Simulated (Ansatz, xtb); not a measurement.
# CH5BrGeOSi: 4 structures ranked

4 gas-phase structures of CH5BrGeOSi, from a drawn sample of its isomers (lower ones may exist). Each was relaxed with GFN2-xTB; where two conformers were screened, the lower at r2SCAN-D4/def2-SVP//GFN2-xTB is listed:

A. `O=[CH][GeH2][SiH2]Br`, a singlet
B. `O=C[SiH2][GeH2][Br]`, a singlet
C. `O=[CH][Ge@@H]([SiH3])[Br]`, a singlet
D. `O=C[Si@@H]([GeH3])Br`, a singlet

**Question.** Estimate their order in r2SCAN-D4/def2-SVP//GFN2-xTB energy at these geometries, lowest first.

**Answer.** Calculated order at r2SCAN-D4/def2-SVP//GFN2-xTB: D (0.000), A (0.029), C (0.054), B (0.098) eV. Less than 1 kcal/mol parts D and A; A and C, so the order within those pairs means little.

Energies above the lowest of each column, in eV; the last columns are at r2SCAN-D4/def2-SVP geometries:

```csv
structure,GFN2-xTB,HF/STO-3G,r2SCAN-D4/def2-SVP//GFN2-xTB,r2SCAN-D4/def2-SVP,CCSD(T)/def2-SVP + ΔMP2/def2-TZVPP
D,0.491,0.000,0.000,0.000,0.000
A,0.291,0.082,0.029,0.090,0.068
C,0.000,0.206,0.054,0.079,0.076
B,0.123,0.143,0.098,0.138,0.127
```

CCSD(T)/def2-SVP + ΔMP2/def2-TZVPP puts D lowest; GFN2-xTB picks C. Flexible structures stand in one conformer each, not always the lowest. C keeps a small imaginary mode. ΔMP2 is the change of the MP2 energy from the smaller to the larger basis.

Over these structures GFN2-xTB departs from r2SCAN-D4/def2-SVP//GFN2-xTB by 0.196 eV on average once a common shift is removed. A GFN2-xTB relaxation took about 0.63 s and the r2SCAN-D4/def2-SVP//GFN2-xTB energy about 5.7 s on a shared host (Ansatz 0.2.0, xtb 6.7.1).
